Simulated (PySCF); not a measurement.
Computed with PBE0 in PySCF with Tl dyall-v2z, H def2-TZVP; no relativity; density-fitted integrals.

```xyz
4
charge 0 multiplicity 1, angstrom
Tl    0.0000    0.0000    0.0000
H     1.8264    0.0000    0.0000
H    -0.9132    1.5817    0.0000
H    -0.9132   -1.5817    0.0000
```

TlH₃ (singlet), along the line from Tl1 (at 0) through H2 (at 1.826 Å).

Task: Tabulate the fields along this line at -0.64, -0.55, -0.46, -0.37, -0.27, -0.18, -0.09, 0.09, 0.18, 0.27, 0.37, 0.46, 0.55, 0.64, 0.73, 0.82, 0.91, 1.00, 1.10, 1.19, 1.28, 1.37, 1.46, 1.55, 1.64, 1.74, 1.92, 2.01, 2.10, 2.19, 2.28, 2.37, 2.47, 2.56, 2.65, 2.74, 2.83, 2.92 Å.

Result: 
```csv
distance (Å),electron density (e/Å³),electron localisation function,electrostatic potential (V)
-0.64,6.12,0.695,77.9
-0.55,10.5,0.694,125
-0.46,16.9,0.484,209
-0.37,32.3,0.268,368
-0.27,122,0.601,706
-0.18,419,0.619,1680
-0.09,2330,0.682,5860
0.09,2330,0.682,5860
0.18,419,0.621,1680
0.27,122,0.598,705
0.37,32.6,0.27,367
0.46,17.3,0.505,208
0.55,10.7,0.709,124
0.64,6.16,0.693,77.6
0.73,3.41,0.571,50.9
0.82,1.93,0.402,34.9
0.91,1.18,0.259,24.7
1.00,0.815,0.196,18
1.10,0.665,0.233,13.7
1.19,0.636,0.421,11.3
1.28,0.681,0.734,10.6
1.37,0.781,0.928,12.1
1.46,0.935,0.985,16.6
1.55,1.16,0.997,26.9
1.64,1.47,1,50.9
1.74,1.91,1,128
1.92,1.75,1,128
2.01,1.2,1,50.6
2.10,0.828,1,26.1
2.19,0.567,1,14.8
2.28,0.393,1,8.74
2.37,0.275,1,5.21
2.47,0.193,1,3.07
2.56,0.137,1,1.73
2.65,0.0977,1,0.884
2.74,0.0706,1,0.343
2.83,0.0513,0.999,-0.00286
2.92,0.0373,0.999,-0.224
```

On a grid of 0.09 Å the density has a local minimum along the bond near 1.19 Å from Tl, at 0.64 e/Å³, where the ELF is 0.42.

Relativity is left out on purpose here, so the numbers are not realistic for elements this heavy. With an element this heavy the missing spin–orbit coupling can shift these numbers.
